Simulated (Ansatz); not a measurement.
Relaxation of CH$_{8}$OSSi$_{2}$ (13 atoms, charge 0, multiplicity 1), to a largest force component of 0.02 eV/Å in at most 50 steps.

These are results of Ansatz, RKS PBE0/def2-SVP, not measurements.

```xyz
13
Properties=species:S:1:pos:R:3
O -2.377 1.298 1.017
Si -1.338 0.100 0.836
C -0.106 0.458 -0.476
Si 1.090 -1.017 -0.517
S 2.540 -0.701 -2.010
H -2.133 2.125 1.524
H -0.651 -0.051 2.158
H -2.055 -1.112 0.520
H 0.499 1.376 -0.174
H -0.551 0.629 -1.408
H 1.703 -1.235 0.801
H 0.295 -2.247 -0.878
H 3.104 0.342 -1.377
```

Problem. Where does it end, and by what steps?

Solution. The run converged. After 8 steps the energy has fallen by 0.404 eV; H6 moved furthest, 0.21 Å.

```csv
step,energy less start (eV),largest force component (eV/Å),accepted
0,0.0000,3.479,yes
1,-0.3311,1.201,yes
2,-0.3746,0.406,yes
3,-0.3943,0.355,yes
4,-0.4007,0.099,yes
5,-0.4029,0.024,yes
6,-0.4038,0.024,yes
7,-0.4040,0.024,yes
8,-0.4041,0.010,yes
```

```xyz
13
Properties=species:S:1:pos:R:3
O -2.505 1.396 0.976
Si -1.425 0.125 0.940
C -0.047 0.392 -0.310
Si 1.157 -1.029 -0.543
S 2.546 -0.692 -2.156
H -2.195 2.226 1.349
H -0.811 -0.091 2.290
H -2.231 -1.066 0.556
H 0.533 1.286 -0.016
H -0.504 0.615 -1.290
H 1.896 -1.278 0.733
H 0.442 -2.273 -0.950
H 3.165 0.353 -1.563
```

Whether the end is a true minimum wasn't checked by a vibrational analysis.

The run took 31 s on 2 threads of Arm Neoverse V2, with other jobs on the host, peak memory 0.3 GiB.
